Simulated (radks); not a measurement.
The table gives one normalised radial function P(r) = r R(r) (large component) of Cu in [Ar] 3d10 4s1 (r in bohr). All-electron calculation, Dirac Kohn-Sham, PBE, spin-unpolarised, spherical densities, finite nucleus; Fermi nuclear charge, rms radius 3.8823 fm. Program: a radial shooting solver on a logarithmic mesh with Libxc functionals.

r	P
0.004541	0.0053
0.00596	0.0090
0.007823	0.0150
0.01035	0.0253
0.01359	0.0414
0.01798	0.0678
0.0236	0.1074
0.03122	0.1679
0.04098	0.2505
0.05422	0.3609
0.07117	0.4842
0.09342	0.5976
0.1236	0.6533
0.1622	0.5799
0.2147	0.3107
0.2818	-0.1397
0.3728	-0.6884
0.4894	-1.1086
0.6475	-1.2379
0.8499	-1.0467
1.116	-0.6900
1.476	-0.3435
1.937	-0.1298
2.563	-0.0329
3.365	-0.0055
4.452	-0.0005
5.843	0.0000
7.732	0.0000
10.15	0.0000

Which n and l does it have? It may be an empty orbital.

Answer. n = 3, l = 1: the number of nodes gives n - l - 1 = 1, the rise at small r points to l (this Dirac orbital starts outside the nucleus as r^gamma with gamma = sqrt((l + 1)^2 - (Z/c)^2) = 1.99; the j = 3/2 orbital of l + 1 starts with the same power, but with a smaller coefficient, and then steepens), and the extent must fit the shell. The curve is that of 3p3/2; the two j differ most near the nucleus, where j = l - 1/2 has the larger amplitude, and in heavy atoms j = l - 1/2 is also the more compact. 3p3/2: eigenvalue -71.280 eV, 1 radial node at r = 0.261 bohr, <r> = 0.753 bohr, 90 % of the charge inside 1.17 bohr.
